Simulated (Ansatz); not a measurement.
C₂H₆ClNSi, SMILES `N=C([SiH3])CCl`. Total charge 0; spin multiplicity 1. The geometry is a stationary point of PBE0-D4/def2-TZVP. It is one conformer, not always the lowest.

```xyz
11

N    -1.194   -1.174    0.403
C    -0.277   -0.346    0.132
Si   -0.831    1.203   -0.826
C     1.179   -0.472    0.495
Cl    1.570   -1.952    1.391
H    -0.821   -1.978    0.921
H    -1.456    0.781   -2.102
H     0.351    2.062   -1.115
H    -1.796    1.963    0.003
H     1.791   -0.464   -0.410
H     1.486    0.377    1.110
```

Task: What is the dipole moment at B3LYP/def2-TZVPP? (Estimate.)

Result: Ansatz gave: 2.11 D, with components (1.56, 1.36, -0.44) D in this frame, pointing from negative to positive charge.

Task: And with PBE, r2SCAN, ωB97M-V? (An estimate is asked.)

Result: Ansatz gave: PBE 2.01 D, r2SCAN 2.09 D, ωB97M-V 2.11 D.

Task: Give the Mulliken charges with B3LYP, ωB97M-V, r2SCAN in def2-TZVPP. (An estimate is asked.)

Result: Computed: 
```json
{"atom": "N1", "B3LYP": "-0.23", "ωB97M-V": "-0.23", "r2SCAN": "-0.28"}
{"atom": "C2", "B3LYP": "-0.08", "ωB97M-V": "-0.08", "r2SCAN": "-0.06"}
{"atom": "Si3", "B3LYP": "0.31", "ωB97M-V": "0.21", "r2SCAN": "0.32"}
{"atom": "C4", "B3LYP": "-0.07", "ωB97M-V": "-0.15", "r2SCAN": "0.05"}
{"atom": "Cl5", "B3LYP": "-0.15", "ωB97M-V": "-0.11", "r2SCAN": "-0.17"}
{"atom": "H6", "B3LYP": "0.14", "ωB97M-V": "0.12", "r2SCAN": "0.15"}
{"atom": "H7", "B3LYP": "-0.05", "ωB97M-V": "-0.01", "r2SCAN": "-0.05"}
{"atom": "H8", "B3LYP": "-0.07", "ωB97M-V": "-0.03", "r2SCAN": "-0.08"}
{"atom": "H9", "B3LYP": "-0.05", "ωB97M-V": "-0.01", "r2SCAN": "-0.05"}
{"atom": "H10", "B3LYP": "0.13", "ωB97M-V": "0.15", "r2SCAN": "0.09"}
{"atom": "H11", "B3LYP": "0.13", "ωB97M-V": "0.15", "r2SCAN": "0.09"}
```

B3LYP here is the variant with VWN-RPA as its local correlation; programs differ in this.
